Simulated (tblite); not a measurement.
Compound: C10H14.
Structure used (GFN2-xTB), in Å, numbered top down from 1:
```
atom  x, y, z in Å
C1     0.607    1.782   -2.871
C2    -0.814    1.535   -3.275
C3    -0.465    1.695   -1.824
C4    -0.515    0.518   -0.908
C5    -1.505    0.487    0.220
C6    -0.044    0.658    0.517
C7     0.750   -0.429    1.170
C8     0.208   -1.122    2.389
C9     1.078   -2.332    2.290
C10    0.300   -1.857    1.104
H11    1.045    2.745   -3.083
H12    1.306    0.962   -2.946
H13   -1.078    0.550   -3.628
H14   -1.355    2.330   -3.766
H15   -0.761    2.624   -1.351
H16   -0.300   -0.426   -1.394
H17   -2.153    1.341    0.349
H18   -1.976   -0.452    0.469
H19    0.273    1.651    0.815
H20    1.824   -0.243    1.140
H21   -0.588   -0.865    3.053
H22    2.156   -2.207    2.299
H23    0.743   -3.237    2.782
H24   -0.396   -2.366    0.474
```

Level: GFN2-xTB in tblite, geometry and Hessian alike; calculated harmonic values, unscaled, isolated species. Against measured fundamentals such values can be off by several per cent, at times by over 20. One conformer, not necessarily the lowest.

Harmonic wavenumbers (cm⁻¹): 44.1, 58.2, 100.6, 136.7, 208.3, 261.7, 334.9, 370.9, 409.9, 462.2, 605.5, 735.9, 786.5, 820.9, 837.0, 844.2, 865.8, 902.8, 907.7, 941.7, 949.4, 968.8, 975.7, 989.4, 1005.1, 1012.5, 1019.0, 1056.0, 1066.5, 1067.9, 1074.6, 1088.5, 1090.3, 1099.1, 1105.8, 1108.8, 1122.8, 1143.2, 1156.3, 1209.6, 1234.4, 1247.7, 1264.2, 1277.3, 1353.3, 1374.1, 1423.9, 1433.6, 1441.1, 1481.3, 1500.7, 1503.8, 2944.7, 3007.9, 3028.7, 3037.0, 3046.1, 3056.9, 3087.8, 3088.8, 3089.7, 3091.5, 3102.0, 3110.1, 3172.1, 3185.4.

A = 3983, B = 625.2, C = 598.0 MHz; mass 134.110 u (most abundant isotopes); point group C1, symmetry number 1.

Question: What is the zero-point energy?

Answer: ½Σν̃ = 45764 cm⁻¹ = 547.46 kJ/mol.

Question: Entropy at 200 K, 1 bar (ideal gas, RRHO, classical rotation)?

Answer: Translation 161.65, rotation 119.53, vibration 74.15: S = 355.3 J/(mol K).

Question: And Cp and H(200 K) − H(0)?

Answer: Cp = 110.23 J/(mol K), of which vibrations give 76.97 (their classical limit is 66 R = 548.8); H(200 K) − H(0) = 14.45 kJ/mol without the zero-point energy, 7.80 from vibrations.

Question: Which modes carry the vibrational entropy at 200 K?

Answer: 44.1 cm⁻¹: 17.89; 58.2 cm⁻¹: 15.61; 100.6 cm⁻¹: 11.18; 136.7 cm⁻¹: 8.78; 208.3 cm⁻¹: 5.69; 261.7 cm⁻¹: 4.18 J/(mol K); the other 60 give 10.80 together.

Question: What must be added to the electronic energy to get the Gibbs energy at 200 K and 1 bar?

Answer: ZPE + [H(200 K) − H(0)] − T·S = 547.46 + 14.45 − 71.06 = 490.85 kJ/mol.

Question: Blend soft modes into free rotors: weight 1/[1 + (100 cm⁻¹/ν̃)⁴] for the oscillator and the rest for a rotor with moment μB/(μ + B), μ = h/(8π²ν), B = 10⁻⁴⁴ kg m². What vibrational entropy results?

Answer: 67.09 J/(mol K) in place of 74.15, which changes −T·S at 200 K by +1.41 kJ/mol.

Hindered rotation and anharmonicity are outside this model. Other conformers, if any are populated, would add a mixing term that is left out. The structure is chiral; the term R ln 2 for an equal mix with its mirror image is left out.
